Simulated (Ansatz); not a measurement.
Relaxation of GeH₃S (5 atoms, charge 0, multiplicity 2), to a largest force component of 0.02 eV/Å in at most 50 steps.

Computed with UHF/def2-mTZVP in Ansatz.

```xyz
5
Properties=species:S:1:pos:R:3:forces:R:3
S 1.222 -0.903 0.557 -2.29 -0.65 0.55
Ge -0.372 0.648 0.017 1.19 0.33 0.27
H 0.170 -1.752 1.018 1.75 0.94 -0.59
H -1.288 0.049 -1.005 -0.60 -0.38 -0.47
H 0.319 1.885 -0.628 -0.04 -0.24 0.24
```

Problem. Where does it end, and by what steps?

Solution. The run converged. After 5 steps the energy has fallen by 0.189 eV; H3 moved furthest, 0.12 Å.

| step | energy less start (eV) | largest force component (eV/Å) | accepted |
| --- | --- | --- | --- |
| 0 | 0.0000 | 2.291 | yes |
| 1 | -0.0975 | 1.221 | yes |
| 2 | -0.1698 | 0.692 | yes |
| 3 | -0.1885 | 0.066 | yes |
| 4 | -0.1893 | 0.028 | yes |
| 5 | -0.1895 | 0.013 | yes |

```xyz
5
Properties=species:S:1:pos:R:3
S 1.135 -0.847 0.602
Ge -0.397 0.667 -0.003
H 0.282 -1.794 1.007
H -1.371 0.070 -1.038
H 0.401 1.831 -0.610
```

Whether the end is a true minimum wasn't checked by a vibrational analysis.

Run time: 26 s on 1 thread of Intel(R) Xeon(R) Processor @ 2.50GHz (Skylake/Cascade Lake), with other jobs on the host, peak memory 0.15 GiB.
